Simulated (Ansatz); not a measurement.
C36H24N2⁻, that is CBP with one electron more. Charge -1, multiplicity 2. Geometry PBE-D4/def2-SVP; atoms count from 1.

```xyz
62

C     7.325    0.285   -4.210
C     6.464    1.052   -3.388
C     5.270    0.514   -2.883
C     4.953   -0.813   -3.215
C     5.827   -1.614   -4.025
C     7.015   -1.042   -4.529
C     5.223   -2.918   -4.119
C     5.583   -4.126   -4.756
C     4.724   -5.227   -4.671
C     3.504   -5.141   -3.958
C     3.125   -3.958   -3.304
C     3.993   -2.857   -3.379
N     3.847   -1.578   -2.835
C     2.762   -1.133   -2.035
C     2.026    0.027   -2.386
C     0.966    0.464   -1.597
C     0.556   -0.228   -0.410
C    -0.556    0.228    0.410
C    -1.168   -0.606    1.402
C    -2.235   -0.174    2.185
C    -2.762    1.133    2.035
N    -3.847    1.578    2.835
C    -5.049    2.111    2.362
C    -5.477    2.295    1.038
C    -6.752    2.845    0.829
C    -7.583    3.207    1.917
C    -7.161    3.010    3.236
C    -5.888    2.448    3.477
C    -5.161    2.084    4.666
C    -5.437    2.157    6.049
C    -4.467    1.736    6.964
C    -3.216    1.243    6.518
C    -2.917    1.148    5.149
C    -3.897    1.559    4.232
C    -2.175    1.983    1.065
C    -1.114    1.542    0.279
C     1.316   -1.400   -0.085
C     2.383   -1.836   -0.864
H     8.250    0.738   -4.599
H     6.734    2.090   -3.138
H     4.600    1.106   -2.243
H     7.691   -1.638   -5.163
H     6.528   -4.195   -5.317
H     4.998   -6.173   -5.166
H     2.836   -6.015   -3.916
H     2.177   -3.886   -2.752
H     2.287    0.570   -3.307
H     0.402    1.348   -1.928
H    -0.817   -1.641    1.529
H    -2.696   -0.859    2.913
H    -4.830    2.011    0.196
H    -7.110    2.995   -0.202
H    -8.574    3.645    1.720
H    -7.813    3.287    4.080
H    -6.407    2.545    6.400
H    -4.674    1.789    8.045
H    -2.461    0.930    7.255
H    -1.947    0.769    4.800
H    -2.552    3.012    0.955
H    -0.668    2.250   -0.435
H     1.082   -1.957    0.834
H     2.961   -2.723   -0.561
```

Single mean-field runs in def2-SVP are fitted with def2-universal-jkfit. The highest occupied level of the relaxed charge -1 doublet lies above zero (up to 0.43 eV). By energy differences its removal costs 0.56 eV (each at its own geometry, to the charge 0 singlet, at PBE0-D4/def2-SVP); self-interaction error and the lack of diffuse functions both raise the level.

Estimate the Mulliken populations of the heavy atoms from the PBE0/def2-SVP orbitals of Ansatz.


```json
{"atom": "C1", "charge (e)": "-0.04", "spin (α − β)": "0.00"}
{"atom": "C2", "charge (e)": "-0.04", "spin (α − β)": "0.01"}
{"atom": "C3", "charge (e)": "-0.06", "spin (α − β)": "0.00"}
{"atom": "C4", "charge (e)": "0.16", "spin (α − β)": "0.02"}
{"atom": "C5", "charge (e)": "0.00", "spin (α − β)": "0.01"}
{"atom": "C6", "charge (e)": "-0.05", "spin (α − β)": "0.00"}
{"atom": "C7", "charge (e)": "0.00", "spin (α − β)": "0.01"}
{"atom": "C8", "charge (e)": "-0.05", "spin (α − β)": "0.00"}
{"atom": "C9", "charge (e)": "-0.04", "spin (α − β)": "0.00"}
{"atom": "C10", "charge (e)": "-0.04", "spin (α − β)": "0.01"}
{"atom": "C11", "charge (e)": "-0.06", "spin (α − β)": "0.00"}
{"atom": "C12", "charge (e)": "0.16", "spin (α − β)": "0.02"}
{"atom": "N13", "charge (e)": "-0.29", "spin (α − β)": "-0.02"}
{"atom": "C14", "charge (e)": "0.05", "spin (α − β)": "0.25"}
{"atom": "C15", "charge (e)": "-0.03", "spin (α − β)": "-0.05"}
{"atom": "C16", "charge (e)": "-0.09", "spin (α − β)": "0.11"}
{"atom": "C17", "charge (e)": "0.04", "spin (α − β)": "0.11"}
{"atom": "C18", "charge (e)": "0.04", "spin (α − β)": "0.11"}
{"atom": "C19", "charge (e)": "-0.09", "spin (α − β)": "0.11"}
{"atom": "C20", "charge (e)": "-0.03", "spin (α − β)": "-0.05"}
{"atom": "C21", "charge (e)": "0.05", "spin (α − β)": "0.25"}
{"atom": "N22", "charge (e)": "-0.29", "spin (α − β)": "-0.02"}
{"atom": "C23", "charge (e)": "0.16", "spin (α − β)": "0.02"}
{"atom": "C24", "charge (e)": "-0.06", "spin (α − β)": "0.00"}
{"atom": "C25", "charge (e)": "-0.04", "spin (α − β)": "0.01"}
{"atom": "C26", "charge (e)": "-0.04", "spin (α − β)": "0.00"}
{"atom": "C27", "charge (e)": "-0.05", "spin (α − β)": "0.00"}
{"atom": "C28", "charge (e)": "0.00", "spin (α − β)": "0.01"}
{"atom": "C29", "charge (e)": "0.00", "spin (α − β)": "0.01"}
{"atom": "C30", "charge (e)": "-0.05", "spin (α − β)": "0.00"}
{"atom": "C31", "charge (e)": "-0.04", "spin (α − β)": "0.00"}
{"atom": "C32", "charge (e)": "-0.04", "spin (α − β)": "0.01"}
{"atom": "C33", "charge (e)": "-0.06", "spin (α − β)": "0.00"}
{"atom": "C34", "charge (e)": "0.16", "spin (α − β)": "0.02"}
{"atom": "C35", "charge (e)": "-0.03", "spin (α − β)": "-0.05"}
{"atom": "C36", "charge (e)": "-0.09", "spin (α − β)": "0.11"}
{"atom": "C37", "charge (e)": "-0.09", "spin (α − β)": "0.11"}
{"atom": "C38", "charge (e)": "-0.03", "spin (α − β)": "-0.05"}
```
Mulliken values and Mayer orders depend strongly on the basis.

Where does the spin sit?

Summed by element: C 1.07, N -0.05, H -0.02, of 1 unpaired in all. Largest on single atoms: C14 0.25, C21 0.25, C17 0.11.

And the Mayer bond orders between bonded heavy atoms (over 0.3, the first 40 of 45)?

C1–C2 1.33 (1.42 Å); C1–C6 1.42 (1.40 Å); C2–C3 1.41 (1.40 Å); C3–C4 1.34 (1.40 Å); C4–C5 1.25 (1.44 Å); C4–N13 1.11 (1.40 Å); C5–C6 1.35 (1.41 Å); C5–C7 1.16 (1.44 Å); C7–C8 1.35 (1.41 Å); C7–C12 1.25 (1.44 Å); C8–C9 1.42 (1.40 Å); C9–C10 1.33 (1.42 Å); C10–C11 1.41 (1.40 Å); C11–C12 1.34 (1.40 Å); C12–N13 1.11 (1.40 Å); N13–C14 0.90 (1.42 Å); C14–C15 1.30 (1.42 Å); C14–C38 1.30 (1.42 Å); C15–C16 1.48 (1.39 Å); C16–C17 1.23 (1.43 Å); C17–C18 1.23 (1.46 Å); C17–C37 1.23 (1.43 Å); C18–C19 1.23 (1.43 Å); C18–C36 1.23 (1.43 Å); C19–C20 1.48 (1.39 Å); C20–C21 1.30 (1.42 Å); C21–N22 0.90 (1.42 Å); C21–C35 1.30 (1.42 Å); N22–C23 1.11 (1.40 Å); N22–C34 1.11 (1.40 Å); C23–C24 1.34 (1.40 Å); C23–C28 1.25 (1.44 Å); C24–C25 1.41 (1.40 Å); C25–C26 1.33 (1.42 Å); C26–C27 1.42 (1.40 Å); C27–C28 1.35 (1.41 Å); C28–C29 1.16 (1.44 Å); C29–C30 1.35 (1.41 Å); C29–C34 1.25 (1.44 Å); C30–C31 1.42 (1.40 Å).
